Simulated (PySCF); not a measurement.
## MgPb and its ions

ROHF-MP2; PySCF, scalar-relativistic core potentials, basis sets Mg aug-cc-pVDZ, Pb aug-cc-pVDZ-PP with ECP60. Neutral (ROHF): triplet (π ↑↑), Re = 2.827 Å, ωe = 200 cm⁻¹, De = 0.68 eV.

MgPb⁻ (ROHF): quartet (σ ↑, π ↑↑), Re = 3.011 Å, ωe = 144 cm⁻¹, De = 0.66 eV to Mg + Pb⁻. The energies at the minima are -391.55181 hartree for MgPb and -391.59685 for MgPb⁻.

Question: Work out the adiabatic electron affinity, without and with harmonic zero-point energies (1 hartree = 27.2114 eV, 1 eV = 8065.5 cm⁻¹), and the change of the bond length.

Answer: At ROHF-MP2: 0.04504 hartree = 1.226 eV between the minima; the zero-point term (200.0 − 144.0)/2 cm⁻¹ = +0.003 eV makes it 1.229 eV. Re changes by +18.4 pm against the neutral. The electron enters a σ orbital, and the longer bond of the ion fits an antibonding orbital, or a change in how ionic the bond is.

Correlated steps freeze 5 core orbitals. Correlated levels converge slowly with the basis: in double zeta they bind strong bonds too weakly, by up to about 1 eV, and carry superposition errors of some tenths. These are scalar-relativistic numbers at best; spin–orbit coupling would shift them, the dissociation energy most. For an ion De counts to the pair picked by the measured ionisation energies or electron affinities, which need not be the lowest pair at this level. States were picked by a PBE0 search and need not be the measured ground states.
